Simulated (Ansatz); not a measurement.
`CC[O][GaH][F]` and `CCOBF` differ in one element.

Ansatz, PBE0-D4/def2-TZVP geometries, multiplicity 1. Each molecule was computed in one conformer, which needn't be the lowest.

Scalar relativity is left out up to krypton.

```tsv
property	`CC[O][GaH][F]`
HOMO–LUMO gap (PBE0/def2-TZVPP) / eV	7.28
size of the dipole moment (ωB97M-V/def2-TZVPP) / D	0.97
HOMO–LUMO gap (PBE/def2-TZVPP) / eV	5.01
HOMO–LUMO gap (ωB97M-V/def2-TZVPP) / eV	11.35
LUMO energy (PBE/def2-TZVPP) / eV	-1.68
ideal-gas entropy at 298 K and 1 bar (rigid rotor, harmonic PBE0-D4/def2-TZVP) / J/(mol·K)	362
```

(1) Give the same properties after the change, and the shifts. (An estimate is asked.)

Answers

(1) Ansatz gave: 
```tsv
property	`CCOBF`	shift
HOMO–LUMO gap (PBE0/def2-TZVPP) / eV	9.55	2.27
size of the dipole moment (ωB97M-V/def2-TZVPP) / D	2.64	1.67
HOMO–LUMO gap (PBE/def2-TZVPP) / eV	7.04	2.03
HOMO–LUMO gap (ωB97M-V/def2-TZVPP) / eV	13.70	2.35
LUMO energy (PBE/def2-TZVPP) / eV	-0.59	1.09
ideal-gas entropy at 298 K and 1 bar (rigid rotor, harmonic PBE0-D4/def2-TZVP) / J/(mol·K)	323	-39
```

With PBE0 the HOMO falls by 0.99 eV and the LUMO rises by 1.29 eV, so the gap widens by about 2.28 eV. PBE moves the HOMO by -0.94 eV and ωB97M-V by -0.98 eV. Dipoles are sizes alone; their direction can turn. Modes under 60 cm⁻¹, often nearly free rotors, make the harmonic entropy too high.

Positive LUMOs are unbound, so they and the gaps depend on the basis.
